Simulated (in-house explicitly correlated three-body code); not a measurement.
Computed with an exponentially correlated three-body code. Model: two electrons around a point charge, non-relativistic, variational in 260 exponentially correlated functions (energies converged to about 1e-7 hartree, or 1e-8 relative for large Z).

Command:
```bash
python run_hyl.py task.json out
```
Settings (lengths in bohr, energies in hartree):
```
Z                      8
nuclear_mass           5000
interaction_strength   1
functions              260
states_tried           13
```

Run time, properties included: 28 s on 1 thread of Intel(R) Xeon(R) Platinum 8375C CPU @ 2.90GHz (Ice Lake), with other jobs on the host.

**Those bound S and P states to n = 4 that converged, binding against the one-electron ion.**

Given: nuclear charge 8; mass of the centre 5000 electron masses.

Computed: one-electron threshold -31.9936013 hartree.

```tsv
term	energy (hartree)	binding (eV)
1 1S	-59.1445764	738.82
2 3S	?	?
2 3P	?	?
2 1S	-38.2510906	170.27
2 1P	-38.0663833	165.25
3 3S	-34.8314393	77.222
3 3P	-34.7567564	75.189
3 1S	-34.7558393	75.164
3 1P	-34.7022822	73.707
4 3S	-33.5723866	42.961
4 3P	-33.5418133	42.129
4 1S	-33.5417774	42.128
4 1P	-33.5193774	41.518
```

Problem. What belongs in the row 2 3S?

Solution. energy (hartree): -38.5369257; binding (eV): 178.05.

Problem. What belongs in the row 2 3P?

Solution. energy (hartree): -38.2625458; binding (eV): 170.59.

**Converged states only, values per electron or pair.**

| term | mean r (bohr) | mean r squared (bohr²) | mean inverse r (1/bohr) | mean r12 (bohr) | mean inverse r12 (1/bohr) | mean cosine | mean p1 dot p2 (bohr⁻²) | delta r1 (bohr⁻³) | delta r12 (bohr⁻³) |
| --- | --- | --- | --- | --- | --- | --- | --- | --- | --- |
| 1 1S | 0.19681 | 0.051976 | 7.686 | 0.29045 | 4.6871 | -0.016509 | 0.94607 | 149.73 | 15.864 |
| 2 3S | 0.49715 | 0.40251 | 4.905 | 0.83778 | 1.4063 | -0.0054845 | 0.070568 | 89.548 | - |
| 2 3P | 0.44135 | 0.31381 | 4.8861 | 0.73844 | 1.6528 | -0.071236 | -3.8788 | 80.72 | - |
| 2 1S | 0.51347 | 0.43439 | 4.8832 | 0.86145 | 1.6287 | -0.0083225 | 0.080262 | 88.996 | 2.6972 |
| 2 1P | 0.45428 | 0.33526 | 4.8692 | 0.73731 | 1.7744 | 0.047445 | 3.691 | 81.599 | 0.69918 |
| 3 3S | 1.0201 | 1.9719 | 4.3967 | 1.8657 | 0.68408 | -0.001813 | 0.020244 | 83.765 | - |
| 3 3P | 0.97261 | 1.8034 | 4.3914 | 1.7734 | 0.74909 | -0.017324 | -0.90969 | 81.259 | - |
| 3 1S | ? | ? | ? | ? | ? | ? | ? | ? | ? |
| 3 1P | 0.99099 | 1.8786 | 4.3869 | 1.8041 | 0.78535 | 0.011578 | 0.93737 | 81.461 | 0.22758 |
| 4 3S | 1.7574 | 6.2497 | 4.2215 | 3.3345 | 0.3992 | -0.00078345 | 0.0083055 | 82.405 | - |
| 4 3P | 1.7181 | 6.0089 | 4.2193 | 3.2568 | 0.42545 | -0.0068451 | -0.35493 | 81.368 | - |
| 4 1S | ? | ? | ? | ? | ? | ? | ? | ? | ? |
| 4 1P | 1.7424 | 6.1897 | 4.2175 | 3.3031 | 0.44067 | 0.0045637 | 0.37493 | 81.444 | 0.098651 |

Problem. What belongs in the row 3 1S?

Solution. mean r (bohr): 1.044; mean r squared (bohr²): 2.075; mean inverse r (1/bohr): 4.3909; mean r12 (bohr): 1.9113; mean inverse r12 (1/bohr): 0.74316; mean cosine: -0.0026571; mean p1 dot p2 (bohr⁻²): 0.024877; delta r1 (bohr⁻³): 83.648; delta r12 (bohr⁻³): 0.78716.

Problem. What belongs in the row 4 1S?

Solution. mean r (bohr): 1.7892; mean r squared (bohr²): 6.492; mean inverse r (1/bohr): 4.2192; mean r12 (bohr): 3.3971; mean inverse r12 (1/bohr): 0.42304; mean cosine: -0.0011426; mean p1 dot p2 (bohr⁻²): 0.010542; delta r1 (bohr⁻³): 82.364; delta r12 (bohr⁻³): 0.32904.
